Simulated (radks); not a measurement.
The numbers below are computed, except where a source is named.
Ionisation of Ce51+, [He] 2s2 2p3, to Ce52+, [He] 2s2 2p2, under several functionals. Scalar-relativistic Kohn-Sham, spin-polarised, spherical densities, finite nucleus; open shells are filled with parallel spins first (spin-orbit coupling, left out, can overturn this in heavy ions); a radial shooting solver on a logarithmic mesh with Libxc functionals. Known Delta-SCF values: r2SCAN 10006.4 eV. What does OLYP give, and what is its highest occupied eigenvalue?

Answer. 9999.3 eV by Delta-SCF; the 2p eigenvalue is -9874.2 eV. NIST: 9803 eV (theoretical).
